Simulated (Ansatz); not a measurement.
`[SiH]Cl` + `CNC` → `CN(C)[SiH]` + HCl at 400 K and 1 bar (ligand exchange at the Si–Cl bond).

Program: Ansatz. Geometries: PBE0-D4/def2-TZVP. ΔE: electronic, gas phase. CCSD(T)/CBS adds triple-zeta CCSD(T) − MP2 to the extrapolated MP2 energy (def2 sets, frozen cores). This one scheme is used for every species.

| species | CCSD(T)/CBS energy (Eh) | H − E (kJ/mol) | S (J/(mol·K)) |
| --- | --- | --- | --- |
| `[SiH]Cl` | -749.43948 | 35.1 | 263.9 |
| `CNC` | -135.00321 | 264.6 | 293.2 |
| `CN(C)[SiH]` | -424.06348 | 264.6 | 334.5 |
| HCl | -460.38127 | 29.6 | 195.4 |

H − E and S are ideal-gas, rigid-rotor, harmonic terms from PBE0-D4/def2-TZVP. 1 Eh = 2625.50 kJ/mol, R = 8.31446 J/(mol·K).

By hand: ΔE, ΔH, ΔS and ΔG.

ΔE = (-424.06348) + (-460.38127) − (-749.43948) − (-135.00321) = -0.00206 Eh = -5.4 kJ/mol. Δ(H − E) = 264.6 + 29.6 − 35.1 − 264.6 = -5.5, so ΔH = -10.9 kJ/mol. ΔS = 334.5 + 195.4 − 263.9 − 293.2 = -27.2 J/(mol·K). ΔG = -10.9 − 400 × (-27.2)/1000 = 0.0 kJ/mol.

By hand: the equilibrium constant, and the temperature at which ΔG would vanish if ΔH and ΔS stayed fixed.

log₁₀ K = −ΔG/(RT ln 10) = 0.0. ΔG = 0 at ΔH/ΔS = 401 K.

TΔS isn't small against ΔH here. The sign of ΔG lies within the doubt. A doubt of 5 kJ/mol in ΔE shifts log₁₀ K by 0.7 here. These are equilibria of isolated gas molecules and say nothing of rates. Largest T1 diagnostic: 0.015 (customary marks: 0.02 for closed shells, 0.045 for open ones).
